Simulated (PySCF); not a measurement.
Compound: C₅H₉O₃ (doublet state).
Geometry (GFN2-xTB, Å), atoms numbered from 1 in this order:
```
atom  x, y, z in Å
C1     2.6990    0.3075   -0.3769
O2     1.5711   -0.5220   -0.5350
C3     0.3640    0.0555   -0.2544
O4     0.3470    1.0846    0.6805
C5    -0.8358    0.9358    1.4224
O6    -1.2711   -0.3801    1.2987
C7    -0.8074   -0.8550    0.0347
C8    -1.8928   -0.7762   -1.0412
H9     2.6252    1.1940   -1.0143
H10    3.5578   -0.2924   -0.6711
H11    2.8012    0.6313    0.6627
H12   -1.5909    1.6524    1.0448
H13   -0.6286    1.1488    2.4769
H14   -0.4882   -1.8959    0.1643
H15   -2.2103    0.2534   -1.1855
H16   -2.7501   -1.3716   -0.7393
H17   -1.4971   -1.1582   -1.9774
```

The hyperfine couplings belong to this conformer and change with its torsions.

The species is `CO[C]1OCO[C@H]1C` [radical].

Method: PySCF 2.14.0, UKS B3LYP, pcH-1 on C H O, non-relativistic, mean-field spin-orbit, GIAO. The structure is a single GFN2-xTB conformer in the gas phase; no vibrational or solvent corrections. Couplings are sensitive to structure, and on GFN2-xTB geometries they can be far from those on DFT ones. Stability of the SCF solution: not tested.

Q: What is the g tensor, term by term?

A: 
```csv
Δg (ppm),1,2,3
relativistic mass correction,-231,-231,-231
gauge correction,15,50,26
orbital Zeeman/spin–orbit,-88,1249,2056
total,-304,1069,1852
```

So g = 2.00202, 2.00339, 2.00417 and g_iso = 2.00319; the tensor is rhombic: the two nearest values differ by 36 % of g3 − g1. Axes: g3 points within 3° of the C1–O2 bond.

Q: At 93.776 GHz, how far is the centre of the isotropic spectrum from where a free electron (g = 2.002319) resonates?

A: B = hν/(g μB) with μB/h = 13.99624 MHz/mT gives 3346.16 mT for the free electron and 3344.70 mT at g_iso, 1.46 mT lower.

Q: What effective moment and Curie constant follow for a powder?

A: With the mean of g² = 4.0128 and S(S+1) = 0.75: μ_eff = √(⟨g²⟩S(S+1)) = 1.735 μB and χT = 0.12505·⟨g²⟩·S(S+1) = 0.376 cm³ K/mol (cgs; spin-Hamiltonian part alone).

Q: What are the electron Larmor frequencies g μB B/h along the three axes at 350 mT?

A: 9.8072, 9.8140, 9.8178 GHz for g1, g2 and g3, a range of 10.6 MHz.

Q: In a frozen sample, at which fields do the three g values resonate at 9.5, 34, 94 and 263 GHz (hyperfine left aside), and which band first spreads them over more than twice a line width of 0.3 mT?

A: 
```json
{"band": "X", "GHz": "9.5", "B(g3) mT": "338.67", "B(g2) mT": "338.80", "B(g1) mT": "339.04", "spread mT": "0.36"}
{"band": "Q", "GHz": "34.0", "B(g3) mT": "1212.08", "B(g2) mT": "1212.56", "B(g1) mT": "1213.39", "spread mT": "1.31"}
{"band": "W", "GHz": "94.0", "B(g3) mT": "3351.05", "B(g2) mT": "3352.36", "B(g1) mT": "3354.66", "spread mT": "3.61"}
{"band": "J", "GHz": "263.0", "B(g3) mT": "9375.82", "B(g2) mT": "9379.49", "B(g1) mT": "9385.92", "spread mT": "10.10"}
```

The spread grows in proportion to the frequency. Q band is the first where it exceeds 0.6 mT.

The largest Mulliken spin populations are on C3 (+0.78), O2 (+0.10) and O4 (+0.07). C3 is the only atom above +0.15. The angles at C3 add up to 343.4°, so it is pyramidal.

The HOMO–LUMO gaps are 5.89 eV among the α and 6.42 eV among the β orbitals.

On one thread, Arm Neoverse V2 (aarch64), no GPU, on a shared host, this took 68 s (grids of density and orbitals included) and 0.97 GiB of memory at its peak.
